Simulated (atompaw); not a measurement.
## Varying the PAW (atompaw) potential for gold

Base potential:

| Item | Value |
| --- | --- |
| Element | Au (Z = 79) |
| Generator | atompaw 4.2.0.5 |
| Type | PAW |
| Functional | PBE |
| Relativity | scalar-relativistic |
| Frozen core | [Kr] 4d10 4f14 |
| Valence charge | 19 |
| Reference configuration | 5s2 5p6 5d10 6s0 6p0 (charge +1) |
| Partial waves | 5s (bound): rc 1.15 bohr; 6s (bound, empty): rc 1.50 bohr; 5p (bound): rc 1.30 bohr; 6p (bound, empty): rc 2.15 bohr; 5d (bound): rc 1.95 bohr; 5d channel at 1.8 Ry: rc 2.15 bohr |
| Local potential | bessel scheme, radius 1.80 bohr |
| Core correction | smooth core density matched at 1.25 bohr |
| Augmentation charge | besselshape compensation charge, radius 1.65 bohr; PAW radius 2.15 bohr; waves and projectors: custom rrkj gramschmidtortho |

All-electron outer shells of the reference configuration (PBE, scalar-relativistic, ld1.x):

```csv
shell,level (eV),outermost node (bohr),outermost maximum (bohr)
5s,-116.88,0.48,0.84
4f,-89.58,–,0.37
5p,-68.34,0.52,0.96
5d,-15.33,0.56,1.21
6s,-13.21,1.11,2.24
6p,-6.71,1.31,3.06
```

Cutoffs, loose and tight: the cutoffs (Ry, on a coarse ladder) from which the occupation-weighted sum of valence levels, in a spherical-Bessel basis at the reference potential, stays within 10 and 1 mRy of its value at 400 Ry. They see the waves, projectors and local potential, not the compensation charge or the core. A dash means not determined.

```tsv
change	outcome	cutoff, loose	cutoff, tight	bound ghosts
base	generated	50 Ry	100 Ry	none
wave 5d (bound): rc 1.95 bohr becomes 5d (bound): rc 1.50 bohr	generated	55 Ry	120 Ry	none
wave 5d (bound): rc 1.95 bohr becomes 5d (bound): rc 1.68 bohr	generated	50 Ry	100 Ry	none
wave 5d (bound): rc 1.95 bohr becomes 5d (bound): rc 1.84 bohr	generated	50 Ry	100 Ry	none
wave 5d (bound): rc 1.95 bohr becomes 5d (bound): rc 2.04 bohr	generated	50 Ry	90 Ry	none
```

Problem. What comes out with this change to the base: wave 5d (bound): rc 1.95 bohr becomes 5d (bound): rc 1.30 bohr?

Solution. outcome: generated; cutoff, loose: 70 Ry; cutoff, tight: 140 Ry; bound ghosts: none.

Problem. What comes out with this change to the base: wave 5d (bound): rc 1.95 bohr becomes 5d (bound): rc 1.12 bohr?

Solution. outcome: generated; cutoff, loose: 80 Ry; cutoff, tight: 160 Ry; bound ghosts: none.
